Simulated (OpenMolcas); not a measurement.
**SiH2O2F (SMILES O[Si](O)F): the dipole moment, rung by rung**

The species is SiH2O2F (6 atoms), meant as a doublet with charge 0. As SMILES, `O[Si](O)F`. The coordinates come from a PBE0-D4/def2-TZVP relaxation. This is one conformer, not always the lowest.

```xyz
6

O    -0.8873    1.0320   -0.6263
Si    0.3829    0.0262   -0.4465
O     0.3463   -0.5607    1.0834
F     0.1594   -1.1339   -1.5163
H    -1.0516    1.6588    0.0811
H     1.0923   -1.0866    1.3785
```

Quantity: the dipole moment, in D. The values are calculated.

```
               level             kind     program  value (D)
  USVWN5/aug-cc-pVDZ              LDA  OpenMolcas       2.46
   UBLYP/aug-cc-pVDZ              GGA  OpenMolcas       2.42
U-r2SCAN/aug-cc-pVDZ         meta-GGA  OpenMolcas       2.48
   UTPSS/aug-cc-pVDZ         meta-GGA  OpenMolcas       2.41
  UB3LYP/aug-cc-pVDZ    global hybrid  OpenMolcas       2.54
  UBHLYP/aug-cc-pVDZ    global hybrid  OpenMolcas       2.69
 UM06-2X/aug-cc-pVDZ  hybrid meta-GGA  OpenMolcas       2.61
   UPBE0/aug-cc-pVDZ    global hybrid  OpenMolcas       2.54
```

The values span 2.41 to 2.69 D. Magnitudes only.
